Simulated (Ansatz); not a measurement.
NbO₂ (the lowest doublet isomer of a short search), 3 atoms. Hardware: 4 threads of AMD EPYC 9R45 on a shared host.

In the def2 sets Nb takes a core potential; there is no spin–orbit coupling. Correlated methods freeze 2 core orbitals; core or outer-core shells of Nb are correlated, in sets that lack core-valence functions.

Problem. How many basis functions does each of these Ansatz runs have, and roughly what does it cost? CCSD(T)/def2-TZVPP, charge 1 singlet at the geometry of the charge 0 doublet, energy, from earlier orbitals; HF/STO-3G, charge 0 quartet, energy; CCSD(T)/def2-TZVPP, charge 0 quartet, energy, from earlier orbitals; ωB97X-V/def2-TZVP, charge 0 doublet, energy, from earlier orbitals; ωB97M-V/def2-TZVP, charge 0 quartet, energy, from earlier orbitals; PBE-D4/def2-TZVP, charge 1 triplet at the geometry of the charge 0 doublet, energy, from earlier orbitals; PBE0-D4/def2-TZVP, charge 1 triplet at the geometry of the charge 0 doublet, energy; PBE with 5 % exact exchange/def2-TZVP, charge 0 quartet, energy, from earlier orbitals; r2SCAN-D4/def2-TZVP, charge 1 triplet at the geometry of the charge 0 doublet, energy, from earlier orbitals; ωB97M-V/def2-TZVP, charge 0 doublet, energy, from earlier orbitals; PBE with 50 % exact exchange/def2-TZVP, charge 0 doublet, energy, from earlier orbitals; B97M-V/def2-TZVP, charge 0 doublet, energy, from earlier orbitals.

Solution. Other jobs shared the machine, so times can vary by a factor of up to 3. A dash marks memory too small to be measured apart from the calling script's.

| run | functions | fitting or Cholesky vectors | wall time | peak host memory (GiB) |
| --- | --- | --- | --- | --- |
| HF/STO-3G, charge 0 quartet, energy | 37 | 476 | 0.15 s | – |
| PBE-D4/def2-TZVP, charge 1 triplet at the geometry of the charge 0 doublet, energy, from earlier orbitals | 102 | 620 | 0.45 s | – |
| PBE with 5 % exact exchange/def2-TZVP, charge 0 quartet, energy, from earlier orbitals | 102 | 620 | 0.55 s | – |
| PBE with 50 % exact exchange/def2-TZVP, charge 0 doublet, energy, from earlier orbitals | 102 | 794 | 0.55 s | – |
| PBE0-D4/def2-TZVP, charge 1 triplet at the geometry of the charge 0 doublet, energy | 102 | 673 | 0.85 s | – |
| r2SCAN-D4/def2-TZVP, charge 1 triplet at the geometry of the charge 0 doublet, energy, from earlier orbitals | 102 | 620 | 0.9 s | – |
| B97M-V/def2-TZVP, charge 0 doublet, energy, from earlier orbitals | 102 | 620 | 1.1 s | – |
| CCSD(T)/def2-TZVPP, charge 1 singlet at the geometry of the charge 0 doublet, energy, from earlier orbitals | 118 | 795 | 1.7 s | – |
| ωB97X-V/def2-TZVP, charge 0 doublet, energy, from earlier orbitals | 102 | 644 | 2.8 s | – |
| ωB97M-V/def2-TZVP, charge 0 doublet, energy, from earlier orbitals | 102 | 644 | 3 s | – |
| ωB97M-V/def2-TZVP, charge 0 quartet, energy, from earlier orbitals | 102 | 644 | 3.4 s | – |
| CCSD(T)/def2-TZVPP, charge 0 quartet, energy, from earlier orbitals | 118 | 791 | 6 s | 0.98 |
